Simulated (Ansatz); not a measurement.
Ideal-gas functions of `ClB1CO1` at 800 K and 1 bar, from an Ansatz frequency run at PBE0-D4/def2-TZVP.

Molar mass 76.29 g/mol, point group Cs (symmetry number 1), electronic degeneracy 1, moments of inertia 19.236, 144.168, 160.03 u Å². Harmonic wavenumbers (cm⁻¹, unscaled): 324, 338, 528, 804, 892, 1028, 1089, 1228, 1452, 1581, 3125, 3211.

Use S(trans) = R[1.5 ln M + 2.5 ln T − 1.1517]; rotational temperatures θ = 24.2544 K / I; S(rot) = R[ln(√π/σ · √(T³/θAθBθC)) + 1.5]; for each mode x = 1.438777 ν̃/T, S = R[x/(eˣ − 1) − ln(1 − e⁻ˣ)] and H = RT x/(eˣ − 1); 1 cm⁻¹ = 0.0119627 kJ/mol; R = 8.31446 J/(mol·K).

By hand: the entropy, in J/(mol·K).

Translation 183.4. Rotation: θ = 1.2609, 0.1682, 0.1516 K, giving 114.9. Vibration, mode by mode: 12.92, 12.58, 9.05, 5.94, 5.22, 4.30, 3.94, 3.23, 2.35, 1.96, 0.20, 0.18, in all 61.9. Electronic 0.0. Sum 360.2 J/(mol·K).

By hand: H − E and G − E in kJ/mol, counted from the electronic energy.

Zero-point energy ½ × 15600 × 0.0119627 = 93.3; thermal vibration 28.4; translation, rotation and pV give 4 RT = 26.6. H − E = 148.3 kJ/mol, and G − E = 148.3 − 800 × 360.2/1000 = -139.9 kJ/mol.

Vibration gives 17 % of the entropy.
